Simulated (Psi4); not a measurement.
C₃H₉O₂Si (SMILES CCO[SiH](C)[O]), doublet, at a GFN2-xTB geometry.

Psi4 was given this input:
```
memory 2 GB

molecule {
0 2
  C     2.47317110   -0.07857277    0.06347338
  C     1.51180906    0.84503276   -0.66958984
  O     0.28004545    0.94346307   -0.03396095
  Si   -0.73283411   -0.23537493    0.47623433
  C    -2.37454732    0.32652103   -0.51431943
  O    -0.50364132   -1.73002408    0.28694398
  H     2.04950099   -1.07721851    0.11589481
  H     3.42606103   -0.11349232   -0.45692720
  H     2.62995402    0.28215861    1.07704234
  H     1.36052616    0.47102324   -1.69124301
  H     1.92229512    1.86064461   -0.73387580
  H    -1.11910659    0.41172286    1.74129133
  H    -3.19347677   -0.18698076   -0.04007009
  H    -2.22287851   -0.01621718   -1.52496522
  H    -2.46702827    1.39821026   -0.45567658
}

set basis sto-3g
set reference uks

energy('pbe0')
print_variables()
```

Task: Estimate the nuclear repulsion energy that PBE0/STO-3G (Psi4) returns for this input.

Result: 319.8689 Eh

Task: Predict the number of basis functions from PBE0/STO-3G.

Result: 43

Task: Estimate the total energy that PBE0/STO-3G returns for this input.

Result: -552.3541 Eh

Task: Estimate the dipole moment that PBE0/STO-3G returns for this input.

Result: 0.64 D

These values belong to the state on which the SCF converged, which isn't shown to be the lowest.
